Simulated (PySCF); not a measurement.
Species: C3H2BCl2 (charge +1).
SMILES with atom numbers: `[Cl:1][B:2]([Cl:3])[c+:4]1[cH:5][cH:6]1` (hydrogens: H7 on C5; H8 on C6)

Level of theory: PySCF 2.14.0, PBE0-D3(BJ)/def2-SVP geometry optimisation, gas phase.

Task: List the bond lengths, angles and torsions at this level.

Result: 
```json
{"bond": "Cl1–B2, B2–Cl3", "length (Å)": "1.712", "order": "single"}
{"bond": "B2–C4", "length (Å)": "1.577", "order": "single"}
{"bond": "C4–C5, C4–C6", "length (Å)": "1.379", "order": "aromatic"}
{"bond": "C5–C6", "length (Å)": "1.349", "order": "aromatic"}
{"bond": "C5–H7, C6–H8", "length (Å)": "1.093", "order": "single"}
```

Bonds in one row agree within 0.01 Å and their mean is given. Orders are formal, as drawn. A selection of angles:
```json
{"angle": "Cl1–B2–Cl3", "degrees": "127.1"}
{"angle": "Cl1–B2–C4", "degrees": "116.2"}
{"angle": "Cl3–B2–C4", "degrees": "116.7"}
{"angle": "B2–C4–C5", "degrees": "150.6"}
{"angle": "C5–C4–C6", "degrees": "58.6"}
{"angle": "C4–C5–C6", "degrees": "60.7"}
{"angle": "C4–C5–H7", "degrees": "148.4"}
{"angle": "C6–C5–H7", "degrees": "150.9"}
```

Dihedral angles: Cl1–B2–C4–C5 89° (synclinal).

C4 (unsaturated ring carbon) has angles 150.8°, 150.6° and 58.6°, sum 360.0°, 0.00 Å off the plane of its three neighbours. B2 (three-coordinate boron) is planar (angles 127.1°, 116.7° and 116.2°, sum 360.0°, 0.00 Å off the plane of its three neighbours). The 3-membered ring C4–C5–C6 has internal angles of 58.6° to 60.7°. C5 (unsaturated ring CH carbon) has angles 150.9°, 148.4° and 60.7°, sum 360.0°, 0.00 Å off the plane of its three neighbours. The 3 C–C bonds span 1.349 Å (C5–C6, drawn aromatic) to 1.379 Å (C4–C5, drawn aromatic), a spread of 0.030 Å.

Point group: C2v (tolerance 0.08 Å). No frequency check.

The run took 29 s on Arm Neoverse V1, one thread, shared host with 32 logical CPUs at a one-minute load of 15, and the process peaked at 0.41 GiB of memory. These figures are those of the optimisation.

One conformer stands for the species.
